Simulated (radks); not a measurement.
Values are calculated unless marked as measured or tabulated.
Q: The magnesium ion Mg3+ is in [He] 2s2 2p(1/2: 2, 3/2: 3). Code: a radial shooting solver on a logarithmic mesh with Libxc functionals. Model: Dirac Kohn-Sham, PBE, spin-unpolarised, spherical densities, finite nucleus; Fermi nuclear charge, rms radius of each element as measured or else 0.836 A^(1/3) + 0.57 fm. Sub-shells are occupied by j as written (lower j first in brackets). One electron is removed from 2p1/2, 2p3/2, 2s1/2, 1s1/2 in turn, with full relaxation. Which removal costs least, and what does each cost?

A: 2p3/2 112.14 eV; 2p1/2 112.50 eV; 2s1/2 144.30 eV; 1s1/2 1386.4 eV. The 2p3/2 electron leaves first.
